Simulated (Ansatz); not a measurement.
One change: `[CH3][Ga]([F])[F]` becomes `[CH3][Al]([F])[F]`.

Ansatz, PBE0-D4/def2-TZVP geometries, multiplicity 1. 

Scalar relativity is left out up to krypton.

```
                             property  `[CH3][Ga]([F])[F]`
   HOMO energy (PBE0/def2-TZVPP) / eV                -9.61
   LUMO energy (PBE0/def2-TZVPP) / eV                -0.76
HOMO energy (ωB97M-V/def2-TZVPP) / eV               -11.89
    LUMO energy (PBE/def2-TZVPP) / eV                -1.70
LUMO energy (ωB97M-V/def2-TZVPP) / eV                 0.96
  LUMO energy (B3LYP/def2-TZVPP) / eV                -1.15
```

(1) What does the change do to each property? (Best estimate.)

## Answers

(1) Ansatz gave: 
```tsv
property	`[CH3][Al]([F])[F]`	shift
HOMO energy (PBE0/def2-TZVPP) / eV	-9.31	0.30
LUMO energy (PBE0/def2-TZVPP) / eV	-0.53	0.23
HOMO energy (ωB97M-V/def2-TZVPP) / eV	-11.59	0.30
LUMO energy (PBE/def2-TZVPP) / eV	-1.36	0.34
LUMO energy (ωB97M-V/def2-TZVPP) / eV	0.99	0.03
LUMO energy (B3LYP/def2-TZVPP) / eV	-0.87	0.28
```

With PBE0 the HOMO rises by 0.30 eV and the LUMO rises by 0.23 eV, so the gap narrows by about 0.07 eV. PBE moves the HOMO by 0.19 eV and ωB97M-V by 0.30 eV.

B3LYP here is the variant with VWN-RPA as its local correlation; programs differ in this.
